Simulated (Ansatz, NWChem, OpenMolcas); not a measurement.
## LiI (Lithium Iodide): methods side by side

LiI has 2 atoms, charge 0, and is taken as a singlet. SMILES: `[Li][I]`. The bond length is the measured one.

```
atom   x (Å)   y (Å)   z (Å)
  Li  0.0000  0.0000  0.0000
   I  0.0000  0.0000  2.3919
```

Each level gives the vertical energy of the triplet above the singlet (eV). The values are calculated.

```
                                level                    kind     program  value (eV)
   SVWN5/def2-TZVPPD (core potential)                     LDA  OpenMolcas        4.32
  revPBE/def2-TZVPPD (core potential)                     GGA      Ansatz        4.00
  r2SCAN/def2-TZVPPD (core potential)                meta-GGA      NWChem        4.19
    PBE0/def2-TZVPPD (core potential)           global hybrid  OpenMolcas        4.08
   wB97X/def2-TZVPPD (core potential)  range-separated hybrid      NWChem        4.30
   HSE06/def2-TZVPPD (core potential)  range-separated hybrid      Ansatz        4.09
PBE-QIDH/def2-TZVPPD (core potential)           double hybrid      Ansatz        4.18
RPA@PBE0/def2-TZVPPD (core potential)                     RPA      Ansatz        3.81
    CCSD/def2-TZVPPD (core potential)   coupled cluster or CI      NWChem        4.03
                           FCI/STO-3G      exact in the basis      Ansatz        3.22
```

All-electron rows without a relativistic Hamiltonian named are non-relativistic, while core potentials hold scalar relativity, so basis and relativity change together. Spin-orbit coupling, which can split open shells on such heavy atoms by tenths of an eV, is left out. The values span 3.22 to 4.32 eV. High-level rows in very small sets aren't better than simpler rows in larger ones. In the correlated wave-function rows the outer d shell of I is correlated, in sets not made for it.
